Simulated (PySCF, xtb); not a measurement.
CHS2, SMILES S=C=[SH+], charge +1.

xtb with GFN2-xTB at its own geometry gives an orbital gap of 2.33 eV.

Geometry: B3LYP-D3(BJ)/def2-TZVP. The isomer is the one that the SMILES or the coordinates give; other isomers of the formula were not compared.

What does PySCF with PBE/def2-TZVPD give? (The exact figures need the calculation; the answer reports its results.)

gap 3.18 eV (levels -13.37 and -10.20 eV).
